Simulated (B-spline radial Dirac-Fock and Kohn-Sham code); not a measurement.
## Subshell cross sections of Mo³⁺, photon energy 1990 eV

System: molybdenum as Mo³⁺ in the configuration 1s2 2s2 2p6 3s2 3p6 3d10 4s2 4p6 4d3.

Input file task.json (cfg lists n, l and occupation; rrms is the nuclear radius in fm):

```json
{"items": [{
  "Z": 42,
  "q": 3,
  "cfg": [[1, 0, 2], [2, 0, 2], [2, 1, 6], [3, 0, 2], [3, 1, 6], [3, 2, 10], [4, 0, 2], [4, 1, 6], [4, 2, 3]],
  "A": 98,
  "rrms": 4.4091,
  "do": ["binding", "quiet", "photo", "scan"],
  "hv": [58.7, 268.0, 400, 676.0, 1600.0, 1990.0, 2000, 8047.8, 9251.7, 12000, 15000, 39000.0, 59318.2, 70200.0, 80000.0, 150000]
}]}
```

Run with: `python xray_run.py task.json out`

Method: independent-particle photoionisation in a Dirac-Hartree-Slater potential with a Latter tail, all multipoles, thresholds from Dirac-Fock ΔSCF. Computed with a radial finite-basis atomic code. The asymmetry parameter β is from the dipole term alone. Kinetic energies are from the vacuum level. Open shells are spread statistically over j, without multiplet splitting.

The last column is dσ/dΩ = σ/(4π) · [1 − (β/2) P₂(cos θ)] at θ = 0° from the beam of unpolarised light.

| subshell | electrons | binding (eV) | kinetic (eV) | σ (kb) | β | dσ/dΩ (kb/sr) |
| --- | --- | --- | --- | --- | --- | --- |
| M1 (3s) | 2 | 552.1 | 1437.9 | 20.0 | 2.00 | ≈ 0 |
| M2 (3p1/2) | 2 | 458.1 | 1531.9 | 23.7 | 1.60 | 0.378 |
| M3 (3p3/2) | 4 | 440.3 | 1549.7 | 45.5 | 1.63 | 0.671 |
| M4 (3d3/2) | 4 | 274.5 | 1715.5 | 21.1 | 1.16 | 0.700 |
| M5 (3d5/2) | 6 | 271.3 | 1718.7 | 30.4 | 1.14 | 1.04 |
| N1 (4s) | 2 | 109.9 | 1880.1 | 3.67 | 2.00 | ≈ 0 |
| N2 (4p1/2) | 2 | 80.07 | 1909.9 | 3.52 | 1.62 | 0.0536 |
| N3 (4p3/2) | 4 | 77.47 | 1912.5 | 6.70 | 1.65 | 0.0940 |
| N4 (4d3/2) | 1.2 | 38.38 | 1951.6 | 0.603 | 1.16 | 0.0201 |
| N5 (4d5/2) | 1.8 | 38.12 | 1951.9 | 0.870 | 1.13 | 0.0300 |

Branching ratios of the spin-orbit partners (statistical value in brackets): 3p 1.92 (2.00), 3d 1.44 (1.50), 4p 1.91 (2.00), 4d 1.44 (1.50).
